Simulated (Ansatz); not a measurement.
Geometry optimisation, RKS revPBE-D4/STO-3G (Ansatz).

input.yaml

```yaml
crystal:
  periodic: [false, false, false]
  atoms:
    - { symbol: "N", position_ang: [-1.2567, 1.0863, 1.2137] }
    - { symbol: C, position_ang: [-0.3881, 0.3129, 0.5441] }
    - { symbol: C, position_ang: [-0.5999, -1.0187, 0.5073] }
    - { symbol: Si, position_ang: [0.5033, -2.3624, -0.2256] }
    - { symbol: Si, position_ang: [1.1087, 1.2263, -0.297] }
    - { symbol: S, position_ang: [0.2704, 3.0581, -1.0979] }
    - { symbol: H, position_ang: [-1.3366, 2.0849, 0.8372] }
    - { symbol: H, position_ang: [-2.1841, 0.7295, 1.3265] }
    - { symbol: H, position_ang: [-1.429, -1.4178, 1.0706] }
    - { symbol: H, position_ang: [0.3338, -2.3012, -1.6769] }
    - { symbol: H, position_ang: [1.8419, -2.2258, 0.1939] }
    - { symbol: H, position_ang: [-0.0639, -3.6776, 0.2574] }
    - { symbol: H, position_ang: [2.0891, 1.5947, 0.7169] }
    - { symbol: H, position_ang: [1.6371, 0.4455, -1.3815] }
    - { symbol: H, position_ang: [-0.548, 2.4146, -1.9593] }
basis:
  gaussian: { orbitals: STO-3G }
hamiltonian:
  xc: revpbe
  dispersion: d4
relax:
  f_tol: 0.015
  max_steps: 40
```

Launched with:

```bash
$ ansatz run input.yaml --threads 1 --pin off --max-ram 2048MiB --backend cpu --events-out ev --progress --plain --runs-dir out
```

**Question.** Where does it end, and by what steps?

**Answer.** The forces met the threshold. The force dipped under the threshold on the way, but the program's further checks kept it going. Limits of this set-up: minimal basis. After 23 steps the energy has fallen by 0.690 eV; H12 moved furthest, 0.50 Å.

```tsv
step	energy less start (eV)	largest force component (eV/Å)	accepted
0	0.0000	5.597	yes
1	-0.5321	0.915	yes
2	-0.5715	0.648	yes
3	-0.6615	0.321	yes
4	-0.6751	0.189	yes
5	-0.6787	0.212	yes
6	-0.6427	0.347	no
7	-0.6845	0.049	yes
8	-0.6847	0.099	yes
9	-0.6865	0.041	yes
10	-0.6868	0.061	yes
11	-0.6874	0.076	yes
12	-0.6878	0.043	yes
13	-0.6879	0.045	yes
14	-0.6883	0.028	yes
15	-0.6887	0.041	yes
16	-0.6889	0.038	yes
17	-0.6893	0.033	yes
18	-0.6893	0.039	yes
19	-0.6895	0.032	yes
20	-0.6896	0.010	yes
21	-0.6897	0.005	yes
22	-0.6897	0.016	yes
23	-0.6897	0.006	yes
```

```xyz
15
Properties=species:S:1:pos:R:3
N -1.304 1.196 1.166
C -0.438 0.241 0.500
C -0.645 -1.108 0.520
Si 0.505 -2.391 -0.175
Si 1.025 1.145 -0.290
S 0.258 3.115 -0.691
H -1.225 2.132 0.638
H -2.313 0.873 1.175
H -1.570 -1.468 1.007
H 0.242 -2.646 -1.590
H 1.893 -1.958 -0.061
H 0.343 -3.650 0.541
H 2.155 1.284 0.622
H 1.462 0.481 -1.515
H -0.409 2.705 -1.818
```

Whether the end is a true minimum wasn't checked by a vibrational analysis.

The run took 110 s on 1 thread of Arm Neoverse V1, with other jobs on the host, peak memory 0.16 GiB.
